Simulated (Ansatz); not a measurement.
Compare A (`S[SiH]1C=C1`) with its isomer B (`[SiH3]C1=CS1`).

Calculated with Ansatz (gas phase, PBE0-D4/def2-TZVP geometries, no zero-point term in ΔE). CCSD(T)/CBS is the MP2 limit (def2-TZVPP, def2-QZVPP) plus CCSD(T) − MP2 in def2-TZVPP, frozen cores. DFT in def2-TZVPP. B3LYP here is the variant with VWN-RPA as its local correlation; programs differ in this. Each species was taken in one conformer, which may not be the lowest.

Question: Which is lower in electronic energy at CCSD(T)/CBS, and by how much? (Best estimate.)

Answer: Computed: A, by 34.1 kcal/mol.

Question: Give E(B) − E(A) in kcal/mol with r2SCAN-D4, BLYP-D4, LDA (SPW92), CCSD(T)/def2-SVP, HF/def2-TZVPP, PBE-D4, B3LYP. (Best estimate.)

Answer: The calculation gave: r2SCAN-D4 36.1, BLYP-D4 30.3, LDA (SPW92) 36.1, CCSD(T)/def2-SVP 32.8, HF/def2-TZVPP 36.0, PBE-D4 33.8, B3LYP 32.8. None reverses the order clearly.

Question: Does the order hold for the free energy at 298.15 K (harmonic terms from PBE0-D4)? (An estimate is asked.)

Answer: Computed: Yes: G(B) − G(A) = +31.8 kcal/mol, for one conformer each.

Largest T1 diagnostic: 0.013.

At CCSD(T), def2-SVP lies −1.3 kcal/mol from the extrapolated value and def2-TZVPP −0.2 kcal/mol. From BLYP to BHLYP (50 % exact exchange), in def2-TZVPP and without D4, E(B) − E(A) moves by +5.1 kcal/mol.
